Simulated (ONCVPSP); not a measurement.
## What one change does to a pseudopotential (scandium, ONCV)

ONCVPSP 4.0.1 input, shortened (lines: element, Z, core and valence counts, functional; n l f; lmax; l rc ep ncon nbas qcut; lloc lpopt rc5 dvloc0; l nproj debl; icmod fcfact rcfact), PBE, scalar-relativistic:

```
  Sc 21.00    5    2        4      upf
    1    0    2.00
    2    0    2.00
    2    1    6.00
    3    0    2.00
    3    1    6.00
    3    2    1.50
    4    0    1.50
    2
    0    3.00    0.00    4    8    1.90
    1    2.35    0.08    4    7    3.50
    2    2.25    0.00    4    9    7.10
    4    1    1.65    6.00
    0    2    2.60
    1    3    2.40
    2    2    3.10
    1    0.50    0.00
```

All-electron outer shells of the reference configuration (PBE, scalar-relativistic, ld1.x):

| shell | level (eV) | outermost node (bohr) | outermost maximum (bohr) |
| --- | --- | --- | --- |
| 3p | -32.00 | 0.39 | 0.97 |
| 4s | -3.80 | 1.34 | 3.22 |
| 3d | -2.08 | – | 1.13 |

Change: s: qcut 1.3; p: qcut 2.4; d: qcut 4.8.

Cutoffs: the cutoffs (Ha) at which the residual kinetic energy of the hardest occupied pseudo-wave falls to 1 and 0.1 mHa per electron; they do not see the model core or the augmentation charge, which bear on the density cutoff. Errors are all-electron minus pseudo energies relative to the spin-unpolarised reference configuration.

Problem. How do hardness, ghosts and transferability respond?

Solution. The potential gets harder (18 Ha and 21 Ha → 26 Ha and 59 Ha); both files keep a bound ghost (p); of the 4 tests that both files solve, the error grows in 1 and shrinks in 3 by more than 15 % and 0.3 meV (median size 21.2 → 11.3 meV).

```csv
quantity,base,changed
"cutoff, loose",18 Ha,26 Ha
"cutoff, tight",21 Ha,59 Ha
loose cutoff by channel,"s 2.1 Ha, d 18 Ha","s 8.0 Ha, d 26 Ha"
bound ghosts,p,p
GHOST(+) flags under 300 eV,s at 88.0 eV,none
"error for 3d1 4s2, meV [ΔE -0.68 eV]",-18,+6.9
"error for 3d1 4s1, meV [ΔE 6.22 eV]",-17,-6.4
"error for 3d1 4s0, meV [ΔE 18.99 eV]",-45,-58
"error for 3d1 4s1 4p1, meV [ΔE 2.10 eV]",-25,-16
s: phases at 3.05 bohr within 0.05 rad from the reference energy up to (Ha; the scan ends near 5),1.6,1.7
p: phases at 2.39 bohr within 0.05 rad from the reference energy up to (Ha; the scan ends near 5),to the end of the scan,to the end of the scan
d: phases at 2.29 bohr within 0.05 rad from the reference energy up to (Ha; the scan ends near 5),1.1,0.8
"rms error of d²Exc/dni dnj with the model core, mHa",5.45,5.39
```

Changed file: The cutoffs count occupied waves only; projector 2 of the d channel, the hardest unoccupied one, needs 75 Ha at the loose tolerance. A true bound ghost makes a file unfit for plane-wave use even where its test errors are small: the radial tests pick states by their node count and pass the ghost by.
